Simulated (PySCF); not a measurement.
## Fractional electron number in Ga (gallium, neutral)

The 4p alpha orbital of [Ar] 3d10 4s2 4p1 is emptied in steps (occupation f), with all orbitals relaxed, ending at [Ar] 3d10 4s2. Calculation: PySCF 2.14, in def2-SVP; the non-relativistic Hamiltonian (point nucleus). The exact energy is a straight line in f; departures are measured from the line between the end points of the same method.

```
  f  UHF (eV)  LDA (eV)  PBE (eV)  PBE0 (eV)  r2SCAN (eV)  LC-wPBE (eV)  BHandHLYP (eV)  wB97X (eV)  CAM-B3LYP (eV)  MN15 (eV)
  1     0.000     0.000     0.000      0.000        0.000         0.000           0.000       0.000           0.000      0.000
0.9     0.025    -0.290    -0.282     -0.205       -0.268        -0.005          -0.138      -0.026          -0.114     -0.181
0.7     0.057    -0.680    -0.661     -0.478       -0.620        -0.009          -0.322      -0.063          -0.267     -0.417
0.5     0.067    -0.813    -0.789     -0.568       -0.730        -0.007          -0.384      -0.079          -0.318     -0.488
0.3     0.055    -0.686    -0.663     -0.475       -0.601        -0.003          -0.322      -0.071          -0.267     -0.399
0.1     0.023    -0.295    -0.283     -0.202       -0.250         0.001          -0.138      -0.033          -0.115     -0.163
  0     0.000     0.000     0.000      0.000        0.000         0.000           0.000       0.000           0.000      0.000
```

```
   method  E(f=0) − E(f=1) (eV)  −ε at f=1 (eV)  −ε at f=0.5 (eV)
      UHF                 5.550           5.829             5.544
      LDA                 6.077           2.864             6.059
      PBE                 6.007           2.876             6.000
     PBE0                 6.026           3.748             6.036
   r2SCAN                 6.154           3.176             6.210
  LC-wPBE                 6.141           6.087             6.158
BHandHLYP                 5.910           4.376             5.911
    wB97X                 5.877           5.592             5.854
CAM-B3LYP                 6.043           4.773             6.042
     MN15                 6.039           4.021             6.090
```

Orbital energy along the path (eV):

```json
{"f": "1", "UHF": "-5.829", "LDA": "-2.864", "PBE": "-2.876", "PBE0": "-3.748", "r2SCAN": "-3.176", "LC-wPBE": "-6.087", "BHandHLYP": "-4.376", "wB97X": "-5.592", "CAM-B3LYP": "-4.773", "MN15": "-4.021"}
{"f": "0.9", "UHF": "-5.769", "LDA": "-3.492", "PBE": "-3.492", "PBE0": "-4.204", "r2SCAN": "-3.782", "LC-wPBE": "-6.105", "BHandHLYP": "-4.682", "wB97X": "-5.641", "CAM-B3LYP": "-5.025", "MN15": "-4.441"}
{"f": "0.7", "UHF": "-5.653", "LDA": "-4.765", "PBE": "-4.737", "PBE0": "-5.120", "r2SCAN": "-4.998", "LC-wPBE": "-6.137", "BHandHLYP": "-5.296", "wB97X": "-5.743", "CAM-B3LYP": "-5.533", "MN15": "-5.275"}
{"f": "0.5", "UHF": "-5.544", "LDA": "-6.059", "PBE": "-6.000", "PBE0": "-6.036", "r2SCAN": "-6.210", "LC-wPBE": "-6.158", "BHandHLYP": "-5.911", "wB97X": "-5.854", "CAM-B3LYP": "-6.042", "MN15": "-6.090"}
{"f": "0.3", "UHF": "-5.440", "LDA": "-7.373", "PBE": "-7.273", "PBE0": "-6.946", "r2SCAN": "-7.373", "LC-wPBE": "-6.164", "BHandHLYP": "-6.525", "wB97X": "-5.985", "CAM-B3LYP": "-6.552", "MN15": "-6.866"}
{"f": "0.1", "UHF": "-5.341", "LDA": "-8.695", "PBE": "-8.534", "PBE0": "-7.832", "r2SCAN": "-8.428", "LC-wPBE": "-6.145", "BHandHLYP": "-7.136", "wB97X": "-6.159", "CAM-B3LYP": "-7.061", "MN15": "-7.537"}
{"f": "0", "UHF": "-5.294", "LDA": "-9.346", "PBE": "-9.132", "PBE0": "-8.243", "r2SCAN": "-8.757", "LC-wPBE": "-6.119", "BHandHLYP": "-7.442", "wB97X": "-6.249", "CAM-B3LYP": "-7.318", "MN15": "-7.805"}
```

Reference removal energy between the ground levels: 5.999 eV (measured; NIST Atomic Spectra Database, ionization energies). The calculation has no spin-orbit coupling. UHF lacks correlation.
